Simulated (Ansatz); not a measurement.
AlH6OPSi, SMILES `[OH][AlH][SiH2]P` at its PBE0-D4/def2-TZVP geometry, where that method's forces vanish. Total charge 0; spin multiplicity 1.

```json
{"atom": "O1", "x (Å)": "-2.464", "y (Å)": "0.107", "z (Å)": "-0.583"}
{"atom": "Al2", "x (Å)": "-0.997", "y (Å)": "0.955", "z (Å)": "-0.477"}
{"atom": "Si3", "x (Å)": "1.020", "y (Å)": "-0.394", "z (Å)": "-0.695"}
{"atom": "P4", "x (Å)": "1.728", "y (Å)": "-1.087", "z (Å)": "1.354"}
{"atom": "H5", "x (Å)": "-3.319", "y (Å)": "0.513", "z (Å)": "-0.443"}
{"atom": "H6", "x (Å)": "-1.017", "y (Å)": "2.506", "z (Å)": "-0.126"}
{"atom": "H7", "x (Å)": "0.844", "y (Å)": "-1.631", "z (Å)": "-1.507"}
{"atom": "H8", "x (Å)": "2.168", "y (Å)": "0.362", "z (Å)": "-1.273"}
{"atom": "H9", "x (Å)": "0.445", "y (Å)": "-1.520", "z (Å)": "1.785"}
{"atom": "H10", "x (Å)": "1.592", "y (Å)": "0.190", "z (Å)": "1.965"}
```

(1) For each bond, give half the difference of the two atoms' forces along it (eV/Å; positive pushes the atoms apart) under PBE-D4, r2SCAN-D4, B3LYP-D4, ωB97M-V in def2-TZVPP. (Estimate.)

## Answers

(1) Ansatz gave: 
| bond | length (Å) | PBE-D4 | r2SCAN-D4 | B3LYP-D4 | ωB97M-V |
| --- | --- | --- | --- | --- | --- |
| O1–Al2 | 1.698 | 0.26 | 0.04 | 0.11 | 0.12 |
| O1–H5 | 0.956 | 0.36 | 0.02 | 0.01 | -0.05 |
| Al2–Si3 | 2.436 | -0.17 | -0.02 | 0.01 | -0.01 |
| Al2–H6 | 1.590 | -0.01 | -0.04 | -0.12 | -0.15 |
| Si3–P4 | 2.276 | 0.11 | 0.07 | 0.17 | 0.06 |
| Si3–H7 | 1.490 | 0.10 | -0.02 | -0.10 | -0.11 |
| Si3–H8 | 1.492 | 0.11 | -0.02 | -0.09 | -0.10 |
| P4–H9 | 1.422 | 0.21 | 0.01 | -0.05 | -0.11 |
| P4–H10 | 1.422 | 0.21 | 0.01 | -0.05 | -0.10 |

B3LYP here is the variant with VWN-RPA as its local correlation; programs differ in this.
